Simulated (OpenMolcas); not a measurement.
**Pt I: CASPT2 settings compared**

```yaml
Program: OpenMolcas
Basis: ANO-R1 [7s5p4d2f]
Scalar_Hamiltonian: X2C, finite nucleus
Active_space: 10 electrons in 6 orbitals (5d 6s)
State_averaging: 2S+1 = 3 even, 15 roots; 2S+1 = 1 even, 20 roots kept (CI in the orbitals of an earlier block)
Spin-orbit_coupling: RASSI with atomic mean-field integrals over the reference wave functions, term energies averaged over their components
```

Methods on the same reference wave functions:
A. CASSCF
B. SS-CASPT2, IPEA 0.4 Eh, sigma1 regulariser 0.2 Eh (closed shells correlated: 4f 5s 5p)
C. XMS-CASPT2, IPEA 0.2 Eh, no level shift (closed shells correlated: 4f 5s 5p)
D. XMS-CASPT2, IPEA 0.4 Eh, sigma1 regulariser 0.2 Eh (closed shells correlated: 5s 5p)

Energies in cm-1 above 5d9 6s 3D3, the measured ground level; measured values from NIST Handbook of Basic Atomic Spectroscopic Data.

```json
{"Level": "5d8 6s2 3F4", "A": "-1840", "B": "-1914", "C": "-2060", "D": "-2080", "Measured": "824"}
{"Level": "5d9 6s 3D3", "A": "0.0", "B": "0.0", "C": "0.0", "D": "0.0", "Measured": "0.0"}
{"Level": "5d9 6s 1D2 [60 %]", "A": "564", "B": "-221", "C": "-51.0", "D": "-43.2", "Measured": "776"}
{"Level": "5d9 6s 3D2 [50 %]", "A": "6247", "B": "5640", "C": "5670", "D": "5710", "Measured": ""}
{"Level": "5d8 6s2 3F3", "A": "7374", "B": "7340", "C": "7190", "D": "7160", "Measured": "10117"}
{"Level": "5d9 6s 3D1", "A": "10565", "B": "10560", "C": "10560", "D": "10560", "Measured": "10132"}
{"Level": "5d8 6s2 3P0 [71 %]", "A": "19394", "B": "21620", "C": "20880", "D": "21080", "Measured": ""}
{"Level": "5d8 6s2 3P1", "A": "19611", "B": "18270", "C": "17850", "D": "18030", "Measured": "18567"}
{"Level": "5d8 6s2 1G4", "A": "22362", "B": "21230", "C": "21250", "D": "21330", "Measured": "21967"}
{"Level": "5d8 6s2 1D2 [63 %]", "A": "26672", "B": "24900", "C": "25110", "D": "25150", "Measured": "26639"}
{"Level": "5d10 1S0 [71 %]", "A": "27453", "B": "9620", "C": "5370", "D": "5870", "Measured": "6140"}
```

A puts 5d8 6s2 3F4 lowest. B puts 5d8 6s2 3F4 lowest. C puts 5d8 6s2 3F4 lowest. D puts 5d8 6s2 3F4 lowest.

Deviations, from unrounded energies. A percentage is the sum of absolute deviations over the sum of measured energies, with the sign that they share, or ± where signs differ.

```json
{"Against measurement": "mean absolute deviation (cm-1)", "Levels": "8", "A": "3600", "B": "1600", "C": "1300", "D": "1300"}
{"Against measurement": "fine structure of the ground term (%)", "Levels": "1", "A": "+4.3", "B": "+4.3", "C": "+4.3", "D": "+4.3"}
{"Against measurement": "other terms of the ground configuration (%)", "Levels": "1", "A": "-27.3", "B": "-128.5", "C": "-106.6", "D": "-105.6"}
{"Against measurement": "other configurations (%)", "Levels": "6", "A": "±33.5", "B": "±14.0", "C": "-11.3", "D": "-10.4"}
```

D lies closest to measurement on these levels and A furthest from it. The largest miss of D in the table is 5d8 6s2 3F3, by -3000 cm-1. The ranking rests on the paired levels alone, and a cruder setting can come out closer through cancelling errors.

Among B to D the level of the table that moves most is 5d10 1S0 [71 %], by 4200 cm-1 (lowest in C, highest in B). Moves below CASPT2's spread within the term are not significant.

The mean deviations of B to D differ by less than CASPT2's widest spread within a term (1500 cm-1), so their order carries little weight.

The lowest spin-free term lies below A's lowest term by 0.462 hartree in B, 0.475 hartree in C, 0.404 hartree in D.

Term energies are means over components that CASPT2 splits; among the terms shown or strongly mixed into the levels shown the widest spread is 1500 cm-1 (5d8 6s2 1G, D). Terms from blocks run as CI alone lack orbitals of their own. The lowest computed level is not the ground level that NIST lists (3D3). Configurations are named by rounded mean occupations; where the s occupation lies near a half they are strongly mixed, a name can repeat and a true partner stay unpaired. A single d shell beside an s shell can misplace configurations of different d count against each other. The lowest spin-free term belongs to 5d9 6s, not to the configuration of the lowest level. The CASPT2 spread within a term exceeds the gap to the next term for 5d9 6s 1D and 5d8 6s2 3F, 5d8 6s2 3F and 5d10 1S, 5d8 6s2 1D and 5d8 6s2 1G, so the order of their levels is uncertain, and so are names and mixing where such terms share a J (figures for C; the like holds for D). Without dynamic correlation excited terms often stand tens of per cent too high (terms of higher spin than the ground term too low), and those without a measured partner can miss by more than the paired ones (holds for A). Some levels mix across a computed gap that differs much from the measured one, so their mixing is not that of the real levels (holds for A; C). Measured partners are found by configuration, term and J. A level has none where our copy of the source lacks it or the pairing is in doubt (some pairs that miss far off the trend of their configuration count as doubtful), and it then counts in no deviation. Levels of configurations outside the active space are missing. The table leaves out levels that lie high or whose names do not pair safely across all columns.

A share in square brackets marks a mixed level and gives the weight of the term that names it, the lowest over the columns.
